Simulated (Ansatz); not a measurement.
Input file for AlH₆NSSi₂, SMILES `[NH2][AlH][SiH]1[SiH2]S1`:

```yaml
crystal:
  periodic: [false, false, false]
  atoms:
    - {symbol: N, position_ang: [-2.305539, 0.308339, 0.172696]}
    - {symbol: Al, position_ang: [-1.259967, -0.791578, 1.067452]}
    - {symbol: Si, position_ang: [1.078786, -0.196769, 0.804829]}
    - {symbol: Si, position_ang: [1.886622, 0.090564, -1.288588]}
    - {symbol: S, position_ang: [1.270636, 1.775366, -0.128788]}
    - {symbol: H, position_ang: [-1.950325, 1.116241, -0.315728]}
    - {symbol: H, position_ang: [-3.306259, 0.245737, 0.080382]}
    - {symbol: H, position_ang: [-1.863605, -2.023730, 1.856578]}
    - {symbol: H, position_ang: [2.110682, -0.425150, 1.854166]}
    - {symbol: H, position_ang: [3.336814, 0.026977, -1.588606]}
    - {symbol: H, position_ang: [1.067455, -0.182995, -2.493793]}
basis:
  gaussian: {orbitals: def2-TZVPP}
correlation: {method: ccsd_t}
```

```sh
$ ansatz run in.yaml --threads 4 --pin off --events-out ev --progress --plain --max-ram 10444MiB
```

The program prints (abridged):

```
Functional definition: HF
1636 factors; integrals over basis functions are off by at most 1.1e-3 eV
mean field evaluation 1: about -34700.3827 eV, gradient 4.0e1 eV
mean field evaluation 2: about -34700.7574 eV, gradient 4.1e1 eV
mean field evaluation 4: about -34705.0197 eV, gradient 3.7e0 eV
mean field evaluation 8: about -34705.1063 eV, gradient 2.5e-1 eV
mean field evaluation 16: about -34705.1069 eV, gradient 8.5e-7 eV
mean field -34705.10685881 eV, -1275.3891530951 hartree, gradient 1.0e-6 eV, S^2 0.000000; 0 other end points of the search recorded, 0 dependent functions left out
21 core orbitals not correlated: weight in the atoms' cores, before any rotation towards them, 1.000 or more for the frozen orbitals, at most 0.000 for the correlated occupied ones
reference -34705.10685881 eV, -1275.3891530951 hartree; 14, 14 occupied and 248, 248 virtual orbitals, 1636 factors
second order -19.16382888 eV of doubles, -0.00000000 eV of singles
cycle   1  -20.10131071 eV  change   -9.4e-1 eV  update   1.1e-1
cycle   2  -20.68297635 eV  change   -5.8e-1 eV  update   3.4e-2
cycle   3  -20.79454820 eV  change   -1.1e-1 eV  update   1.8e-2
cycle   4  -20.78303752 eV  change    1.2e-2 eV  update   5.3e-3
cycle   5  -20.78139381 eV  change    1.6e-3 eV  update   2.7e-3
cycle   6  -20.78163833 eV  change   -2.4e-4 eV  update   8.6e-4
cycle   7  -20.78131743 eV  change    3.2e-4 eV  update   3.4e-4
cycle   8  -20.78135657 eV  change   -3.9e-5 eV  update   1.1e-4
cycle   9  -20.78141513 eV  change   -5.9e-5 eV  update   4.2e-5
cycle  10  -20.78140106 eV  change    1.4e-5 eV  update   1.6e-5
perturbative correction -0.95650701 eV, -0.0351509841 hartree
Total energy: -34726.84476688 eV, -1276.1880064822 hartree
```

Hardware: 4 threads of an Arm Neoverse V1 on a shared host. Wall time 3.1 min, peak host memory 7.2 GiB.

The correlation energy is -21.738 eV, 4.4 % of it from (T); the T1 diagnostic reads 0.0143.
